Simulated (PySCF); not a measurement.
# Deuteron quadrupole couplings in `FC(F)(F)[SiH2]CC[SiH3]`

Species: C3H9F3Si2.
Atom-mapped SMILES: `[F:1][C:2]([F:3])([F:4])[SiH2:5][CH2:6][CH2:7][SiH3:8]` (hydrogens: H9, H10 on Si5; H11, H12 on C6; H13, H14 on C7; H15, H16, H17 on Si8)

Structure used (GFN2-xTB), in Å, numbered top down from 1:
```xyz
17
C3H9F3Si2 angstrom
F      2.7832   -0.1498   -1.7650
C      2.8705    0.4105   -0.5402
F      4.1294    0.1793   -0.1166
F      2.7825    1.7432   -0.7348
Si     1.5308   -0.2654    0.7009
C     -0.1566    0.1177   -0.0680
C     -1.3139   -0.4281    0.7723
Si    -3.0162   -0.0076    0.0254
H      1.8254   -1.6947    0.8074
H      1.8004    0.4530    1.9466
H     -0.2762    1.1982   -0.1861
H     -0.2139   -0.3066   -1.0742
H     -1.2060   -1.5088    0.8704
H     -1.2455   -0.0261    1.7840
H     -3.0821   -0.5510   -1.3322
H     -4.0581   -0.6008    0.8626
H     -3.1608    1.4490   -0.0139
```

Level: PBE0/pcSseg-1 (PySCF, non-relativistic); Q(2H) = 0.00286 b; rigid geometry, the same for H and D, with no vibrational averaging.

Question: Rank these positions by the coupling χzz of a deuteron there, largest first.
A. H14 (methylene hydrogen)
B. H12 (methylene hydrogen)
C. H9 (Si–H hydrogen)

Answer: A (209 kHz), B (204 kHz), C (108 kHz).

Question: Tabulate Vzz, the asymmetry η and χzz = 234.96 MHz × Q × Vzz for every hydrogen position.

Answer: 
```csv
atom,bonded to,bond length (Å),Vzz (au),η,χzz (kHz)
H9,Si5,1.463,0.1602,0.02,108
H10,Si5,1.463,0.1603,0.02,108
H11,C6,1.094,0.3040,0.03,204
H12,C6,1.094,0.3038,0.03,204
H13,C7,1.091,0.3113,0.03,209
H14,C7,1.091,0.3111,0.03,209
H15,Si8,1.464,0.1625,0.01,109
H16,Si8,1.462,0.1637,0.00,110
H17,Si8,1.464,0.1622,0.01,109
```

Question: Average by the element that carries the hydrogen.

Answer: on Si: 109 kHz over 5 positions, mean bond length 1.463 Å; on C: 207 kHz over 4 positions, mean bond length 1.092 Å.

Question: A static deuteron (I = 1) shows a doublet split by (3/2)χ, (3/4)χ(1 + η) and (3/4)χ(1 − η) with the field along z, y and x of the gradient. What are these for H17?

Answer: With |χ| = 109.0 kHz and η = 0.014: 163, 83 and 81 kHz, to first order and without motion.

Geometry: GFN2-xTB, one conformer, isolated molecule. GFN2-xTB bond lengths can be off by several hundredths of an ångström, more for odd bonds, and the gradients follow them. With a basis this small, the couplings can be 20 % off.
